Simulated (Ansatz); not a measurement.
Species: PbBr, net charge 1, singlet state. SMILES: [Br][Pb+]
Coordinates optimised at B3LYP-D3(BJ)/def2-TZVP (Ansatz, a program for electronic structure):
```xyz
2

Pb     0.0000     0.0000    -0.7513
Br     0.0000     0.0000     1.7602
```
Charge +1, spin multiplicity 1.

Parts of the frozen-core correlation energy in def2-SVP (Ansatz, hartree). Frozen orbitals: 23; correlated occupied orbitals by spin: 5 and 5; virtual: 30 and 30. No spin-orbit coupling. In def2 rows, elements after Kr have scalar-relativistic effective core potentials.

```csv
term,value
reference (HF),-2763.75170
MP2 opposite-spin,?
MP2 same-spin,?
CCSD correlation,-0.17657
(T),?
CCSDT minus CCSD(T),-0.00068
T1 diagnostic,0.023
largest doubles amplitude,0.064
```

Q: Fill in the missing entries.

A: 
- MP2 opposite-spin, value: -0.11874
- MP2 same-spin, value: -0.04062
- (T), value: -0.00619
